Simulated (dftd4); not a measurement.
C2Cl2O2Pt (SMILES [O+]#[C-]->[Pt]([Cl])([Cl])<-[C-]#[O+]), singlet, geometry from GFN2-xTB (such geometries of metal compounds can be far from the true shape); D4 for pbe0 run with dftd4.

The dftd4 input:
```
$ dftd4 mol.xyz --func pbe0 --charge 0 --json dftd4.json --noedisp --grad

# file mol.xyz
7

Pt     0.00000000     0.00000000    -0.00000000
Cl     2.12263974    -0.92553606     0.00158690
Cl    -2.12263974     0.92553606    -0.00158690
O      1.14019065     2.79347552     0.02902722
C      0.72643614     1.74604345     0.01820497
O     -1.14019065    -2.79347552    -0.02902722
C     -0.72643614    -1.74604345    -0.01820497
```

Output, abridged:

```
                    ____  _____ _____     ____  _  _
      -------------|  _ \|  ___|_   _|---|  _ \| || |------------
     |             | | | | |_    | | ___ | | | | || |_           |
     |             | |_| |  _|   | ||___|| |_| |__   _|          |
     |             |____/|_|     |_|     |____/   |_|            |
     |             ===================================           |
     |            E. Caldeweyher, S. Ehlert & S. Grimme          |
     |          Mulliken Center for Theoretical Chemistry        |
     |                    University of Bonn                     |
      -----------------------------------------------------------

Rational (Becke-Johnson) damping: pbe0-D4-ATM
---------------------
  s6         1.0000
  s8         1.2007
  s9         1.0000
  a1         0.4009
  a2         5.0293
 alp        16.0000
--------------------

Dispersion energy:      -9.0898365458302E-03 Eh

Gradient norm:           8.1945198618845E-04 Eh/a0
--------------------------------------------------
     #    Z           dE/dx      dE/dy      dE/dz
--------------------------------------------------
     1   78 Pt   -2.720E-21  6.354E-21  5.013E-23
     2   17 Cl    4.056E-04 -1.748E-04  3.212E-07
     3   17 Cl   -4.056E-04  1.748E-04 -3.212E-07
     4    8 O     1.093E-04  2.578E-04  2.697E-06
     5    6 C     9.242E-05  2.318E-04  2.399E-06
     6    8 O    -1.093E-04 -2.578E-04 -2.697E-06
     7    6 C    -9.242E-05 -2.318E-04 -2.399E-06
--------------------------------------------------

Virial:
--------------------------------------------------
      component           x          y          z
--------------------------------------------------
          x       3.979E-03  3.454E-04  2.079E-05
          y       3.454E-04  4.863E-03  4.318E-05
          z       2.079E-05  4.318E-05  4.629E-07
--------------------------------------------------

[Info] Dispersion results written to 'dftd4.txt'
[Info] JSON dump of results written to 'dftd4.json'
```
